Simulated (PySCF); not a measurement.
GeF4: tetrahedral to square-planar path

All numbers come from PySCF, PBE0, basis Ge def2-SVP, F def2-SVP (no relativity, density fitting).

Rigid scan from the singlet minimum (Ge–F 1.698 Å (×4); F–Ge–F 109.5° (×6)). Coordinate: D2d path, angle between each bond and the S4 axis (54.74 tetrahedral, 90 square planar), bonds fixed. Energies in kJ/mol from the minimum.

(1) Predict the curve at 45.0, 50.0, 54.7, 60.0, 66.0, 72.0, 78.0, 84.0, 90.0.

Answers

(1) 
| angle of the bonds to the S4 axis (°) | E (kJ/mol) |
| --- | --- |
| 45.0 | 55.6 |
| 50.0 | 11.8 |
| 54.7 | 0.0 |
| 60.0 | 11.6 |
| 66.0 | 45.8 |
| 72.0 | 92.4 |
| 78.0 | 141.6 |
| 84.0 | 180.0 |
| 90.0 | 194.8 |

With the bonds held, the square planar shape lies 194.8 kJ/mol from the minimum.

The scan took 6.9 s on 2 threads of a shared AMD EPYC 9R45 96-Core (Zen 5) host; the process peaked at 1.2 GiB. Launch command: `OMP_NUM_THREADS=2 python axn.py task.json out`.
